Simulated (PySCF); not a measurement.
**RuN(OH) + HBr → BrRuN + H₂O**

Level: PBE0 in the def2-TZVP basis family, computed in PySCF with density fitting; scalar-relativistic core potentials for atoms from Rb on, none lighter, no spin–orbit coupling; open shells unrestricted.

```
species                                                                 state and structure       E (Eh)  ZPE (kJ/mol)  H(298 K) − H(0) (kJ/mol)  S° (J/(mol K))
RuN(OH)  singlet, Cs, O–H 0.955 Å, Ru–N 1.553 Å, Ru–O 1.914 Å; H–O–Ru 138.3°, N–Ru–O 154.9°   -225.33099          41.8                      13.3           281.3
    HBr                                                          singlet, C∞v, H–Br 1.421 Å  -2574.45811          16.0                       8.7           198.5
  BrRuN                            singlet, Cs, Ru–Br 2.413 Å, Ru–N 1.542 Å; Br–Ru–N 135.5°  -2723.44916           9.9                      13.0           302.1
    H₂O                                        singlet, C2v, O–H 0.960 Å (×2); H–O–H 105.1°    -76.37736          56.5                       9.9           188.7
```

Question: What is the electronic reaction energy?

Answer: At PBE0/def2-TZVP, ΔE = -98.2 kJ/mol from the differences of the total energies times 2625.5, downhill. 

Question: Add zero-point, thermal and entropy terms for 298.15 K and 1 bar.

Answer: ΔZPE = 8.6 and Δ[H(298) − H(0)] = 0.9 kJ/mol give ΔH° = -88.7 kJ/mol. ΔS° = 11.0 J/(mol K), so ΔG° = -88.7 − 298.15 × (0.0110) = -92 kJ/mol and log₁₀K = 16.1.

The structures come from searches over a few start shapes, so lower isomers are not excluded.
